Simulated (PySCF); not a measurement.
SMILES [C@@H]1(COC)C(=C)[C@H]1C, C7H12O

Geometry (Å), atoms numbered from 1 in this order:
```xyz
20

C    -2.0065   -1.9084   -0.9113
C    -1.3594   -0.8982   -0.3908
C    -1.2862    0.5327   -0.0798
C    -2.1619    1.1415    0.9894
C    -0.1599   -0.4162    0.3064
C     1.1664   -0.3571   -0.4110
O     1.9842    0.6044    0.2197
C     3.2487    0.7208   -0.3727
H    -1.5996   -2.9074   -0.9038
H    -2.9757   -1.7851   -1.3678
H    -1.0843    1.2039   -0.9087
H    -1.6823    2.0233    1.4109
H    -3.1227    1.4368    0.5707
H    -2.3399    0.4259    1.7890
H    -0.0569   -0.6503    1.3600
H     1.6587   -1.3444   -0.3794
H     1.0134   -0.0923   -1.4701
H     3.7959   -0.2304   -0.3342
H     3.7910    1.4750    0.1939
H     3.1720    1.0360   -1.4217
```

The calculation used PySCF, TDDFT PBE0/def2-SVPD circular dichroism and optical rotation, one conformer, gas phase. Geometry: GFN2-xTB.

The molecule is flexible and this is one conformer; a measurement averages over conformers. States above about 7.4 eV (minus the energy of the highest occupied orbital) lie near or above the ionisation threshold and depend on the basis.

(1) Draw the ECD and absorption spectra from the lowest 12 states, each a Gaussian of half-width 0.35 eV at 1/e height.

Results:

(1) 
```tsv
E (eV)	λ (nm)	Δε (L mol⁻¹ cm⁻¹)	ε (L mol⁻¹ cm⁻¹)
5.89	211	+1.93	28.9
5.99	207	+4.03	67.1
6.09	204	+7.16	135
6.19	200	+10.81	237
6.29	197	+13.90	372
6.39	194	+15.21	546
6.49	191	+14.16	822
6.59	188	+11.10	1390
6.69	185	+6.88	2590
6.79	183	+2.10	4890
6.89	180	-3.16	8530
6.99	177	-8.76	13200
7.09	175	-13.90	17800
7.19	172	-17.18	20600
7.29	170	-17.70	20600
7.39	168	-15.88	17800
7.49	166	-13.34	13300
7.59	163	-11.69	8870
7.69	161	-11.54	5580
7.79	159	-12.38	3670
7.89	157	-13.11	2740
```
Δε uses R in velocity form, ε uses f in length form. Only the states computed contribute, so the short-wavelength end is incomplete.

The sign of the CD band at 180 nm isn't settled: the length form gives the opposite one.
